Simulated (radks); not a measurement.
The numbers below are computed, except where a source is named.
All-electron atom: the palladium ion Pd21+ in [Ar] 3d7 (the NIST ground configuration).

Code: a radial shooting solver on a logarithmic mesh with Libxc functionals. Model: scalar-relativistic Kohn-Sham, LB94 model potential, spin-polarised, spherical densities, finite nucleus; open shells are filled with parallel spins first (spin-orbit coupling, left out, can overturn this in heavy ions); Fermi nuclear charge, rms radius 4.5318 fm.

Energy parts (eV):
| part | energy |
|---|---|
| kinetic | 136554.174 |
| electron-nucleus | -298864.243 |
| Hartree | 34392.865 |
(The LB94 potential has no energy functional, so no total or exchange-correlation energy is given.)

Orbitals (lengths in bohr, moments of r in powers of bohr):
orbital  occ.  eigenvalue (eV)      <r^4>
1s up       1        -25026.99  4.842e-06
1s down     1        -25027.20  4.842e-06
2s up       1        -4283.350  0.0008517
2s down     1        -4283.168  0.0008480
2p up       3        -3922.468  0.0006069
2p down     3        -3922.697  0.0006041
3s up       1        -1301.850    0.03485
3s down     1        -1294.003    0.03514
3p up       3        -1182.950    0.03546
3p down     3        -1175.060    0.03582
3d up       5        -1001.774    0.02923
3d down     2        -994.2052    0.02954
4s up       0        -612.7738     0.5410
4s down     0        -610.0864     0.5476
4p up       0        -568.4186     0.6028
4p down     0        -565.8429     0.6108

The highest occupied level is 3d down at -994.21 eV. For comparison, the ionisation energy in NIST's Atomic Spectra Database is 1000 eV (theoretical). In exact Kohn-Sham theory the highest level is minus the ionisation energy, but local and semilocal functionals leave it too shallow, through self-interaction and a potential that decays too fast; potentials with the right tail come closer.
